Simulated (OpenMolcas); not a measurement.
Cr4+: moving or changing the point charges

Cr4+ among 6 point charges of -2.2 e arranged as an octahedron (Oh), 2.11 Å from the ion.

| Item | Value |
| --- | --- |
| Program | OpenMolcas 26.06 |
| Method | CASSCF |
| Basis | ANO-RCC-VDZP [5s4p2d1f] |
| Scalar Hamiltonian | DKH2, point nucleus |
| Active space | 2 electrons in 5 orbitals (3d) |
| State averaging | 2S+1 = 3 even, 10 roots; 2S+1 = 1 even, 15 roots |
| Spin-orbit coupling | state interaction with AMFI integrals over the reference wave functions |

Runs around this geometry, states (labels of O, the rotations of Oh). Energies in cm-1 above the lowest state or level, χT in cm3 K/mol; under a threefold ground state the first gap can be a small split of the lowest multiplet, not the spin-orbit step; 10Dq and B are least-squares fits to the states below 45000 cm-1, weighted by degeneracy, with a free offset, and given where the rms deviation is under 5 % of |10Dq| (or 100 cm-1) and under 700 cm-1.

```
R (Å)  q (e)  Ground state  First state of that spin  10Dq  B (rms of fit)  First gap with spin-orbit (degeneracies)  χT at 300 K  First state of another spin
 2.11  -1.43           3T1                  3T2 1439  1792       1272 (37)                              105.0 (2, 3)        0.575                    1T2 16534
 1.98   -2.2           3T1                  3T2 3059  3809       1272 (65)                               63.4 (2, 3)        0.600                    1T2 16931
 2.11   -2.2           3T1                  3T2 2223  2769       1273 (47)                               80.5 (2, 3)        0.588                    1T2 16755
  2.2   -2.2           3T1                  3T2 1803  2245       1273 (40)                               92.4 (2, 3)        0.581                    1T2 16645
```

Taking |10Dq| as R^-n, n = -ln(2245 / 3809) / ln(2.2 / 1.98) = 5.0 between the shortest and longest distance. The point-charge formula for a cubic d site gives n = 5.

Scaling the charges by -1.43 / -2.2 = 0.65 scales |10Dq| by 1792 / 2769 = 0.65; with fixed orbitals a first-order splitting would follow the charge.

An orbital triplet at a regular site is open to Jahn-Teller coupling, which can distort the site and quench the lowest spin-orbit gaps and is left out. Without dynamic correlation the repulsion within the d shell is too large (B by tens of per cent), so at a given field states of lower spin stand too high. This field is weak: 10Dq is about 1792 cm-1, while octahedral complexes of 3d ions of charge 3 and more, computed by the same method with explicit ligands, had a median near 15000 cm-1. Ground spin and moment need not be those of a real site (figures for R = 2.11, q = -1.43; the like holds for R = 1.98, q = -2.2, R = 2.11, q = -2.2, R = 2.2, q = -2.2). The ground term spreads over less than 5000 cm-1, several times less than with real ligands, so orbital moments are less quenched and χT lies further from the spin-only value than at real sites (holds for R = 2.11, q = -1.43; R = 2.11, q = -2.2; R = 2.2, q = -2.2). Point charges carry no covalency, so the field is a model and not that of real ligands. No measured value stands beside these numbers.
